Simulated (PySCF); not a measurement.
# How methods differ on the ionisation energy of Ru⁺

Ru⁺ [Kr] 4d7 (4F) → Ru²⁺ [Kr] 4d6 (5D), as a difference of total energies. Computed with PySCF 2.14 in ANO-RCC-VTZP (7s6p4d2f1g, 68 functions), with the spin-free X2C one-electron Hamiltonian (Gaussian nucleus). Correlated levels: valence: [Kr] frozen. The calculations carry no spin-orbit coupling.

| method | ionisation energy (eV) |
| --- | --- |
| UHF | 14.918 |
| MP2 (valence) | 16.342 |
| SCS-MP2 (valence) | 16.490 |
| CCSD (valence) | 16.258 |
| CCSD(T) (valence) | 16.338 |

Task: How much does correlation contribute at CCSD(T) (valence)?

Result: 16.338 − (14.918) = 1.420 eV, measured against UHF.

A first-order spin-orbit estimate (lowest level to lowest level, LS coupling) adds 0.051 eV.

Errors of the correlated levels include the incompleteness of this basis and the frozen core.

For comparison: 16.76 ± 0.06 eV (semi-empirical (NIST evaluation); NIST Atomic Spectra Database, ionization energies).
